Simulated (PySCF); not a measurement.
hexafluoroethane (C$_{2}$F$_{6}$), singlet, geometry from GFN2-xTB, with bond 3-2 at 1.3 times its length; PBE0/STO-3G run with PySCF.

Here is a job for PySCF.
```python
from pyscf import gto, scf, dft

mol = gto.Mole()
mol.atom = '''
    F     1.40411511   -0.28283952   -1.02131229
    C     0.76712540   -0.06168844    0.12248110
    F     1.38633522    1.39065258    0.82007081
    F     1.02641252   -1.06809983    0.94881838
    C    -0.76712540    0.06168844   -0.12248110
    F    -1.02641252    1.06809983   -0.94881838
    F    -1.24344065   -1.05549696   -0.65908857
    F    -1.40411511    0.28283952    1.02131229
'''
mol.basis = 'sto-3g'
mol.verbose = 4
mol.build()

mf = dft.RKS(mol)
mf.xc = 'pbe0'
mf.init_guess = 'huckel'
mf.kernel()
```

Write the output that PySCF gives for this input, abridged.


```
PySCF version 2.14.0

[INPUT] verbose = 4
[INPUT] num. atoms = 8
[INPUT] num. electrons = 66
[INPUT] charge = 0
[INPUT] spin (= nelec alpha-beta = 2S) = 0
[INPUT] symmetry False subgroup None
[INPUT] Mole.unit = angstrom
[INPUT] Symbol           X                Y                Z      unit          X                Y                Z       unit  Magmom
[...]
nuclear repulsion = 446.695413644146
number of shells = 24
number of NR pGTOs = 120
number of NR cGTOs = 40
basis = sto-3g
ecp = {}

******** <class 'pyscf.dft.rks.RKS'> ********
method = RKS
initial guess = huckel
damping factor = 0
level_shift factor = 0
DIIS = <class 'pyscf.scf.diis.CDIIS'>
diis_start_cycle = 1
diis_space = 8
diis_damp = 0
SCF conv_tol = 1e-09
SCF conv_tol_grad = None
SCF max_cycles = 50
direct_scf = True
direct_scf_tol = 1e-13
XC library pyscf.dft.libxc version 7.1.2
    S. Lehtola, C. Steigemann, M. J. T. Oliveira, and M. A. L. Marques,  SoftwareX 7, 1–5 (2018)
XC functionals = pbe0
    C. Adamo and V. Barone,  J. Chem. Phys. 110, 6158 (1999)
    M. Ernzerhof and G. E. Scuseria,  J. Chem. Phys. 110, 5029 (1999)
radial grids:
    Treutler-Ahlrichs [JCP 102, 346 (1995); DOI:10.1063/1.469408] (M4) radial grids

becke partition: Becke, JCP 88, 2547 (1988); DOI:10.1063/1.454033
pruning grids: <function nwchem_prune>
grids dens level: 3
symmetrized grids: False
atomic radii adjust function: <function treutler_atomic_radii_adjust>
small_rho_cutoff = 0
Set gradient conv threshold to 3.16228e-05
Initial guess from on-the-fly Huckel, doi:10.1021/acs.jctc.8b01089.
Spherically averaged atomic HF for {'F', 'C'}

******** <class 'pyscf.scf.atom_hf.AtomSphAverageRHF'> ********
method = AtomSphAverageRHF
initial guess = minao
damping factor = 0
level_shift factor = 0
DIIS = <class 'pyscf.scf.diis.CDIIS'>
diis_start_cycle = 1
diis_space = 8
diis_damp = 0
SCF conv_tol = 1e-09
SCF conv_tol_grad = None
SCF max_cycles = 50
direct_scf = True
direct_scf_tol = 1e-13
atom = F
Set gradient conv threshold to 3.16228e-05
Initial guess from minao.
init E= -97.5048923082741
cycle= 1 E= -97.6156829230138  delta_E= -0.111  |g|=    0  |ddm|= 0.104
cycle= 2 E= -97.6156829230138  delta_E= 2.84e-14  |g|=    0  |ddm|= 9.42e-16
Extra cycle  E= -97.6156829230138  delta_E=    0  |g|=    0  |ddm|=    0
Atomic HF for atom  F  converged. SCF energy = -97.6156829230138

******** <class 'pyscf.scf.atom_hf.AtomSphAverageRHF'> ********
method = AtomSphAverageRHF
initial guess = minao
damping factor = 0
level_shift factor = 0
DIIS = <class 'pyscf.scf.diis.CDIIS'>
diis_start_cycle = 1
diis_space = 8
diis_damp = 0
SCF conv_tol = 1e-09
SCF conv_tol_grad = None
SCF max_cycles = 50
direct_scf = True
direct_scf_tol = 1e-13
atom = C
Set gradient conv threshold to 3.16228e-05
Initial guess from minao.
init E= -36.7517431777338
cycle= 1 E= -36.7619269638614  delta_E= -0.0102  |g|=    0  |ddm|= 0.0245
cycle= 2 E= -36.7619269638615  delta_E= -2.13e-14  |g|=    0  |ddm|= 1.91e-15
Extra cycle  E= -36.7619269638615  delta_E=    0  |g|=    0  |ddm|=    0
Atomic HF for atom  C  converged. SCF energy = -36.7619269638615

[...]
tot grids = 113808
init E= -660.564379260295
[...]
cycle= 1 E= -650.435720461694  delta_E= 10.1  |g|= 3.84  |ddm|= 9.55
[...]
cycle= 2 E= -660.97704221265  delta_E= -10.5  |g|= 2.48  |ddm|= 9.73
[...]
cycle= 3 E= -664.38900442139  delta_E= -3.41  |g|= 0.92  |ddm|= 4.64
[...]
cycle= 4 E= -664.744998815222  delta_E= -0.356  |g|= 0.821  |ddm|= 3.06
[...]
cycle= 5 E= -664.854164289797  delta_E= -0.109  |g|= 0.621  |ddm|= 0.441
[...]
cycle= 6 E= -664.896355368031  delta_E= -0.0422  |g|= 0.531  |ddm|= 0.218
[...]
cycle= 7 E= -664.946006475768  delta_E= -0.0497  |g|= 0.406  |ddm|= 0.251
[...]
cycle= 8 E= -665.01752887303  delta_E= -0.0715  |g|= 0.0462  |ddm|= 0.608
[...]
cycle= 9 E= -665.018309995453  delta_E= -0.000781  |g|= 0.022  |ddm|= 0.104
[...]
cycle= 10 E= -665.018476704062  delta_E= -0.000167  |g|= 0.00247  |ddm|= 0.0289
[...]
cycle= 11 E= -665.018479324313  delta_E= -2.62e-06  |g|= 0.000624  |ddm|= 0.00633
[...]
cycle= 12 E= -665.018479510983  delta_E= -1.87e-07  |g|= 2.19e-05  |ddm|= 0.00113
[...]
cycle= 13 E= -665.01847951139  delta_E= -4.07e-10  |g|= 3.24e-06  |ddm|= 7.12e-05
[...]
Extra cycle  E= -665.018479511403  delta_E= -1.36e-11  |g|= 1.75e-06  |ddm|= 1.6e-05
converged SCF energy = -665.018479511403
```
